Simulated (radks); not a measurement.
Values are calculated unless marked as measured or tabulated.
Spherical quantum dot in the effective-mass picture: electrons in a parabolic well V = omega^2 r^2 / 2 with omega = 4.3, with a point charge +2 (a donor) at the centre, all in effective atomic units (hartree* = m*/eps^2 hartree, bohr* = eps/m* bohr), one dielectric constant everywhere. Level of theory: non-relativistic Kohn-Sham, PBEsol, spin-polarised, spherical densities (a radial shooting solver with Libxc functionals). Levels are named by radial order and angular momentum (1s, 1p, 1d, 2s, ...), and open shells are averaged over m. Results are scaled to m* = 0.116 and eps = 16.5, for which hartree* = 11.59 meV and bohr* = 7.527 nm. Each electron was tried in the lowest free levels, single moves between levels near the top were tried too, and the lowest total energy was kept; such a search can miss a lower state. At N = 1 the Hartree and exchange-correlation terms need not cancel, so that row can carry a self-interaction error.

\begin{tabular}{lrrrrrr}
N & open shells & 2S & E (meV) & addition energy mu(N+1) - mu(N) (meV) & e(HOMO) (meV) & rms radius (nm) \\ \hline
1 & 1s(up 1, down 0) & 1 & 12.4792 & 23.40 & 21.336 & 3.594 \\
2 & none & 0 & 48.3614 & 82.73 & 44.259 & 3.754 \\
3 & 1p(up 1, down 0) & 1 & 166.977 & 12.48 & 124.73 & 4.479 \\
4 & 1p(up 2, down 0) & 2 & 298.075 & 12.89 & 137.52 & 4.843 \\
5 & 1p(up 3, down 0) & 3 & 442.064 & 17.06 & 150.46 & 5.083 \\
6 & 1p(up 3, down 1) & 2 & 603.108 & 11.77 & 166.82 & 5.274 \\
7 & 1p(up 3, down 2) & 1 & 775.919 & 12.11 & 178.85 & 5.428 \\
8 & none & 0 & 960.844 & 45.27 & 191.01 & 5.560 \\
9 & 2s(up 1, down 0) & 1 & 1191.04 & 12.27 & 235.60 & 5.785 \\
10 & none & 0 & 1433.50 & 21.12 & 247.81 & 5.973 \\
11 & 1d(up 1, down 0) & 1 & 1697.09 & 10.14 & 268.65 & 6.144 \\
12 & 1d(up 2, down 0) & 2 & 1970.80 & 10.13 & 278.79 & 6.292 \\
13 & 1d(up 3, down 0) & 3 & 2254.66 & 10.10 & 288.91 & 6.424 \\
14 & 1d(up 4, down 0) & 4 & 2548.61 & 10.06 & 298.99 & 6.543 \\
15 & 1d(up 5, down 0) & 5 & 2852.63 & 12.81 & 309.03 & 6.651 \\
16 & 1d(up 5, down 1) & 4 & 3169.45 & 9.626 & 321.63 & 6.754 \\
17 & 1d(up 5, down 2) & 3 & 3495.89 & 9.632 & 331.26 & 6.849 \\
18 & 1d(up 5, down 3) & 2 & 3831.97 & 9.612 & 340.89 & 6.939 \\
19 & 1d(up 5, down 4) & 1 & 4177.66 & 9.577 & 350.49 & 7.024 \\
20 & none & 0 & 4532.93 & 47.43 & 360.04 & 7.104 \\
21 & 1f(up 1, down 0) & 1 & 4935.64 & 8.629 & 407.02 & 7.218 \\
22 & 1f(up 2, down 0) & 2 & 5346.97 & 8.616 & 415.64 & 7.324 \\
23 & 1f(up 3, down 0) & 3 & 5766.92 & 8.595 & 424.25 & 7.424 \\
24 & 1f(up 4, down 0) & 4 & 6195.46 & 8.569 & 432.83 & 7.517 \\
25 & 1f(up 5, down 0) & 5 & 6632.58 & 8.539 & 441.39 & 7.606 \\
26 & 1f(up 6, down 0) & 6 & 7078.23 & 8.507 & 449.91 & 7.689 \\
27 & 1f(up 7, down 0) & 7 & 7532.39 & 9.227 & 458.40 & 7.769 \\
28 & 1f(up 7, down 0) 2p(up 1, down 0) & 8 & 7995.78 & 8.677 & 467.73 & 7.846 \\
29 & 1f(up 7, down 0) 2p(up 2, down 0) & 9 & 8467.84 & - & 476.40 & 7.920 \\
\end{tabular}

All shells are closed at N = 2, 8, 10, 20 (there: 1s2 1p6 1d10 2s2); the second difference of the energy has clear peaks (12 % above both neighbours; the first and last values, which can be the largest, are not judged, and half-filled shells can peak too) at N = 2, 5, 8, 10, 15, 20.
